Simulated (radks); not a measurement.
All-electron atom: the antimony ion Sb3+ in [Ar] 3d10 4s2 4p5.75 4d10 5s2 6s0.25 (fractional occupations, a model configuration).

All-electron calculation, Dirac Kohn-Sham, HCTH/407, spin-unpolarised, spherical densities, point nucleus; open shells fill j = l - 1/2 first. Program: a radial shooting solver on a logarithmic mesh with Libxc functionals.

Energy parts (hartree):
part                        energy
total                  -6484.73796
kinetic                 6842.48410
electron-nucleus      -15687.56662
Hartree                 2534.22732
exchange-correlation    -173.88274

Orbitals (lengths in bohr, moments of r in powers of bohr; <r^-3> diverges for s and p1/2):
orbital  occ.  eigenvalue (hartree)  <r^-3>     <r^2>  small-component weight
1s1/2       2             -1113.909       -  0.001095                3.51e-02
2s1/2       2             -170.7534       -   0.01767                7.47e-03
2p1/2       2             -159.9157       -   0.01310                7.49e-03
2p3/2       4             -150.6606    4598   0.01440                7.14e-03
3s1/2       2             -34.53206       -    0.1246                2.18e-03
3p1/2       2             -30.09087       -    0.1194                2.13e-03
3p3/2       4             -28.37856   867.9    0.1277                2.03e-03
3d3/2       4             -20.52544   137.5    0.1087                1.91e-03
3d5/2       6             -20.16844   128.0    0.1111                1.89e-03
4s1/2       2              -6.71858       -    0.7026                6.02e-04
4p1/2       2              -5.20894       -    0.7822                5.43e-04
4p3/2    3.75              -4.88980   161.9    0.8366                5.13e-04
4d3/2       4              -2.48572   18.78     1.168                3.76e-04
4d5/2       6              -2.43809   17.31     1.196                3.69e-04
5s1/2       2              -1.48948       -     4.454                1.14e-04
6s1/2    0.25              -0.62933       -     19.79                3.48e-05

The highest occupied level is 6s1/2 at -17.125 eV. The density falls to 0.001 e/bohr^3 at r = 3.65 bohr. Summed over all electrons, <r^2> = 34.03 bohr^2, which gives a Langevin (diamagnetic) susceptibility term of -27 x 10^-6 cm^3/mol.
